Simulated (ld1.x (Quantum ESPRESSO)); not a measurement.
zirconium: excitation energies, all-electron against TM

```json
{
  "Element": "Zr (Z = 40)",
  "Generator": "ld1.x (Quantum ESPRESSO) 7.5",
  "Type": "norm-conserving Troullier–Martins (Kleinman–Bylander form)",
  "Functional": "PBE",
  "Relativity": "scalar-relativistic",
  "Frozen core": "[Ar] 3d10 4s2",
  "Valence charge": "10",
  "Reference configuration": "4p6 4d2 5s0.5 5p0 (charge +1.5)",
  "Partial waves": "5s (bound): rc 2.95 bohr; 4d (bound): rc 2.40 bohr; 4p (bound): rc 1.85 bohr",
  "Local potential": "the p channel",
  "Core correction": "Bessel-smoothed model core, default radius (core density twice the valence density)"
}
```

Energies are relative to the spin-unpolarised reference configuration 4p6 4d2 5s0.5 5p0; without spin polarisation the order of configurations can differ from experiment.

```tsv
valence configuration	charge	ΔE all-electron (eV)	error AE − PS (meV)
4p6 4d2 5s1 5p0	+1	-5.708	-0.5
4p6 4d2 5s0 5p0	+2	7.232	-2.3
4p6 4d1 5s2 5p0	+1	-5.182	-82
4p6 4d2 5s0 5p1	+1	-1.993	+74
4p6 4d2.5 5s1.5 5p0	0	-12.332	+4.3
```

Question: What are ΔE and the potential's error for 4p6 4d1 5s2 5p1?

Answer: ΔE = -9.842 eV all-electron; the error (AE − PS) is +1.4 meV.

Question: What are ΔE and the potential's error for 4p6 4d2 5s2 5p0?

Answer: ΔE = -12.846 eV all-electron; the error (AE − PS) is -7.2 meV.

Levels in the configuration 4p6 4d2 5s2 5p0:

```json
{"level": "4p", "all-electron (eV)": "-32.461", "pseudo (eV)": "-32.574"}
{"level": "4d", "all-electron (eV)": "-3.599", "pseudo (eV)": "-3.634"}
{"level": "5s", "all-electron (eV)": "-4.439", "pseudo (eV)": "-4.429"}
```

Note: ghost state, extra bound levels that the all-electron valence spectrum of the same l lacks: s at -38.5 eV. A true bound ghost makes a file unfit for plane-wave use.
